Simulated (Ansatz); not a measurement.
Born–Oppenheimer molecular dynamics of CH7Al2NO (12 atoms, charge 0, multiplicity 1). It starts at the highest image of a converged band. Of that band: Neighbouring images differ by up to 1.8 eV, so the band resolves the path poorly. A vibrational analysis at the climbing image gives one clearly imaginary mode, 1146i cm⁻¹: a first-order saddle point.

Computed with RKS B3LYP-D4/def2-SVP (Ansatz 0.2.0).

```json
{"ensemble": "NVE (velocity Verlet)", "time step": "0.5 fs", "steps asked": "200", "starting velocities drawn for": "100 K", "seed": "4827"}
```

First frame:

```xyz
12
Properties=species:S:1:pos:R:3
C -1.736 0.764 -1.784
Al -1.372 -0.439 -0.242
Al 0.957 -0.171 0.702
N 1.722 -1.049 2.046
O 1.790 1.050 -0.168
H -1.983 1.419 -2.615
H -2.580 0.119 -1.519
H -0.723 0.925 -1.408
H -2.613 -1.369 0.109
H 2.665 -0.910 2.400
H 1.264 -1.782 2.581
H 2.685 1.387 -0.068
```

(1) How far do the bonds stretch over the last three quarters of this one trajectory? (Pairs bonded in most of those frames.)

Results:

(1) 
| bond | mean (Å) | spread (Å) | shortest | longest |
| --- | --- | --- | --- | --- |
| C1–Al2 | 1.979 | 0.064 | 1.85 | 2.06 |
| C1–H6 | 1.153 | 0.056 | 1.04 | 1.26 |
| C1–H7 | 1.129 | 0.033 | 1.07 | 1.21 |
| C1–H8 | 1.126 | 0.044 | 1.05 | 1.23 |
| Al2–Al3 | 2.578 | 0.023 | 2.53 | 2.62 |
| Al2–H9 | 1.621 | 0.038 | 1.56 | 1.70 |
| Al3–N4 | 1.787 | 0.024 | 1.75 | 1.82 |
| Al3–O5 | 1.720 | 0.009 | 1.71 | 1.74 |
| N4–H10 | 1.019 | 0.018 | 0.99 | 1.05 |
| N4–H11 | 1.017 | 0.010 | 1.00 | 1.04 |
| O5–H12 | 0.962 | 0.004 | 0.95 | 0.97 |

Mean temperature of the second half: 922 K. The conserved energy stayed within 0.29 meV per atom of its start (net change -0.017 meV per atom), so the integration is sound. The kinetic energy rose, since the run started high on the potential surface and went downhill. A run of 0.1 ps of so small a system gives no equilibrium averages. The orbitals stay closed-shell, which can raise the energy where a bond breaks towards radicals; this wasn't checked here.

Time of the run: 6.7 min on 2 threads of Intel(R) Xeon(R) Platinum 8488C (Sapphire Rapids), with other jobs on the host, peak memory 0.27 GiB.
